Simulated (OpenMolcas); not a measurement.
## Mn+, Tc+, Re+: d⁵ s down the group

```yaml
Program: OpenMolcas
Method: SS-CASPT2, IPEA 0.25 Eh, imaginary shift 0.1 Eh
Basis: ANO-R3
Scalar_Hamiltonian: X2C, finite nucleus
Spin-orbit_coupling: state interaction with AMFI integrals over the reference wave functions, term energies averaged over their components
```

Active space for each ion: 6 electrons in 6 orbitals (d s); closed shells correlated by CASPT2: Mn+ 3s 3p; Tc+ 4s 4p; Re+ 5s 5p.

Computed levels in cm-1 above ⁷S₃:

```json
{"Level": "⁵S₂", "Mn+": "8740", "Tc+": "12040", "Re+": "18180"}
{"Level": "⁵G₄", "Mn+": "29000", "Tc+": "21940", "Re+": "21630"}
{"Level": "⁵G₅", "Mn+": "29000", "Tc+": "22020", "Re+": "22340"}
{"Level": "⁵G₃", "Mn+": "29000", "Tc+": "21860", "Re+": "20780"}
{"Level": "⁵G₂", "Mn+": "29000", "Tc+": "21800", "Re+": "20200"}
{"Level": "⁵G₆", "Mn+": "29000", "Tc+": "22060", "Re+": "22600"}
{"Level": "⁵D₄", "Mn+": "34200", "Tc+": "25530", "Re+": "16270"}
{"Level": "⁵D₀", "Mn+": "34200", "Tc+": "25750", "Re+": "16450"}
{"Level": "⁵D₁", "Mn+": "34240", "Tc+": "26220", "Re+": "16440"}
{"Level": "weight of ⁷S in the lowest level (%)", "Mn+": "100", "Tc+": "99", "Re+": "94"}
```

Mixed levels, with the weight of the term that names them: Tc+ ⁵D₁ (65 %), Re+ ⁵S₂ (60 %), Re+ ⁵G₃ (73 %).

Measured, with the error of the calculation in %. Measured levels: Mn+, Re+ from NIST Handbook of Basic Atomic Spectroscopic Data.

```csv
Level,Mn+,Re+
⁵S₂,9473 (-7.8),17224 (+5.6)
⁵G₄,27584 (+5.1),20463 (+5.7)
⁵G₅,27571 (+5.2),20976 (+6.5)
⁵G₃,27588 (+5.1),19140 (+8.6)
⁵G₂,27589 (+5.1),18846 (+7.2)
⁵G₆,27547 (+5.3),20782 (+8.8)
```

Without spin-orbit coupling ⁵S lies 8720, 12140, 17680 cm-1 above ⁷S in that order; the difference to the level ⁵S₂, of either sign, comes from spin-orbit coupling, which also lowers the zero.

CASPT2 does not keep the components of a term degenerate, so their means are used; among the terms shown or strongly mixed into the levels shown the widest spread is 150 cm-1 (5d⁵ 6s ³F(2), Re+). Terms from blocks run as CI alone lack orbitals of their own. No level of 3d⁶ was computed, though it lies in the active space (holds for Mn+). Configurations are named by rounded mean occupations; where the s occupation lies near a half they are strongly mixed, a name can repeat and a true partner stay unpaired (holds for Tc+). Measured partners are found by configuration, term and J. A level has none where our copy of the source lacks it or the pairing is in doubt (some pairs that miss far off the trend of their configuration count as doubtful), and it then counts in no deviation. Only configurations of the active space appear.

A number in round brackets counts repeated terms of one configuration in the order of the reference energies.
